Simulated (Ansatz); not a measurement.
`OCB(F)[SiH2]Cl` + `C=C[NH][GeH3]` → `C=C[N]([GeH3])[SiH2]Cl` + `OCBF`  (cleavage of the Si–B bond)

Computed with Ansatz on PBE0-D4/def2-TZVP structures; ΔE is electronic, products minus reactants. CBS: MP2 limit from def2 TZ/QZ plus the TZ coupled-cluster correction, frozen cores. This one scheme is used for every species. Functionals use def2-TZVPP. For Ge outer-core shells are correlated without core-valence functions, which leaves a few kJ/mol of doubt a bond. Scalar relativity is left out up to krypton. Each species was taken in one conformer, which may not be the lowest.

`OCB(F)[SiH2]Cl`:

Cartesian coordinates in Å:
```
O 0.350 -1.728 0.663
C 0.237 -1.297 -0.680
B -0.260 0.174 -0.884
F -0.511 0.585 -2.120
Si -0.489 1.475 0.676
Cl 1.274 1.333 1.776
H 0.949 -1.137 1.129
H 1.173 -1.448 -1.247
H -0.487 -1.965 -1.166
H -1.609 1.112 1.580
H -0.627 2.896 0.272
```

`C=C[NH][GeH3]`:

```xyz
11

C    -1.541   -1.251   -0.901
C    -0.380   -0.787   -0.435
N    -0.034    0.533   -0.242
Ge    1.315    1.070    0.890
H    -2.365   -0.592   -1.149
H    -1.679   -2.312   -1.056
H     0.417   -1.489   -0.197
H    -0.775    1.191   -0.434
H     0.914    0.956    2.375
H     1.618    2.533    0.540
H     2.510    0.149    0.608
```

`C=C[N]([GeH3])[SiH2]Cl`:

```xyz
14

C    -0.462    0.406    2.127
C     0.196    0.750    1.021
N     0.071    0.179   -0.244
Ge   -1.121   -1.238   -0.472
Si    1.160    0.629   -1.492
Cl    2.857   -0.543   -1.534
H    -0.286    0.948    3.045
H    -1.181   -0.404    2.163
H     0.908    1.572    1.070
H    -0.731   -2.390    0.463
H    -2.535   -0.736   -0.150
H    -0.982   -1.640   -1.944
H     0.500    0.449   -2.801
H     1.607    2.018   -1.248
```

`OCBF`:

```xyz
8

O     0.125   -1.254   -0.941
C     0.553   -0.332    0.037
B    -0.435    0.807    0.416
F    -1.613    0.858   -0.196
H    -0.753   -0.999   -1.237
H     1.499    0.139   -0.278
H     0.818   -0.867    0.965
H    -0.194    1.649    1.233
```

```csv
species,PBE0-D4 energy (Eh)
`OCB(F)[SiH2]Cl`,-990.40936
`C=C[NH][GeH3]`,-2211.78552
`C=C[N]([GeH3])[SiH2]Cl`,-2961.91656
`OCBF`,-240.31094
```

Q: Work out ΔE.

A: ΔE = (-2961.91656) + (-240.31094) − (-990.40936) − (-2211.78552) = -0.03262 Eh = -85.6 kJ/mol. CCSD(T)/CBS gives -103.2 kJ/mol.

Largest T1 diagnostic among the species: 0.012.

In def2-TZVPP, CCSD(T) changes the Hartree–Fock value by −3.5 kJ/mol (the triples alone add −0.9 kJ/mol) and MP2 by −14.5 kJ/mol. From PBE to PBE0 (25 % exact exchange), in def2-TZVPP and without D4, ΔE moves by −7.0 kJ/mol. The D4 term adds −8.8 kJ/mol with B3LYP and −4.8 kJ/mol with PBE0; it sums over pairs of atoms, weighted by their polarisabilities, and B3LYP, whose exchange is more repulsive, gets the larger term.

B3LYP here is the variant with VWN-RPA as its local correlation; programs differ in this.
